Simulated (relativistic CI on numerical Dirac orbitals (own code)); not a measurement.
## In⁷⁺: what numerical and physical settings do to a radial Dirac CI calculation

Reference input:

```
atom In  Z=49  charge=7  electrons=42
nucleus A=115  rms_radius_fm=4.6156
hamiltonian dirac-coulomb  breit=on  qed=on  c_scale=1
orbitals kli  potential=per-configuration
slater_scale 1
correlation none
mixing on
grid step=0.0125 r_max=18.6
scf mixing=0.4 start=green max_iterations=150 tolerance=2e-08 node_fill=0.05
configurations
  [Kr] 4d6
end
```

Computed lowest total energy -5859.80732 Ha, first excitation 3985.8 cm⁻¹, 11 SCF steps. Runs with settings changed; * marks those that are bad on purpose (the QED terms keep the true α when c is scaled):

```csv
Changed,Outcome,Lowest level,ΔE (Ha),First excitation (cm⁻¹),SCF steps,Message
QED terms off,converged,4d6 5D_4,-2.75,3971.8,11,
SCF tolerance 0.0001,converged,4d6 5D_4,-1.43e-07,3985.8,8,
"iteration limit 30, speed of light × 0.8",converged,4d6 5D_4,-84.5,6674.8,11,
SCF tolerance 1e-05,converged,4d6 5D_4,-1.43e-07,3985.8,8,
end of the grid at 1.49 bohr *,not converged,,,,15,orbital 3s not found
SCF mixing 2.5 *,converged,4d6 5D_4,-1.59e-09,3985.8,19,
```
